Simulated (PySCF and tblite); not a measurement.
Results of a calculation; reference values are marked as such.
System: C6H7N, numbered as in [CH:1]1=[CH:2][CH:3]=[CH:4][NH:5][CH:6]=[CH:7]1.

Motion: inversion of the 7-membered ring (1–2–3–4–5–6–7). GFN2-xTB gives an electronic barrier of 1.2 kcal/mol.

What does PBE0/pcSseg-1 + D3(BJ) give on PBE0-D3(BJ)/def2-SVP geometries?

A barrier of 1.9 kcal/mol, 0.8 above the tight-binding barrier (from unrounded values) and, with GFN2-xTB thermal terms, ΔG‡(298 K) = 1.6 kcal/mol and k = 4.2×10¹¹ s⁻¹ (1 equivalent path).

And the level of the geometries itself, PBE0-D3(BJ)/def2-SVP?

1.2 kcal/mol.

Programs: tblite and PySCF.
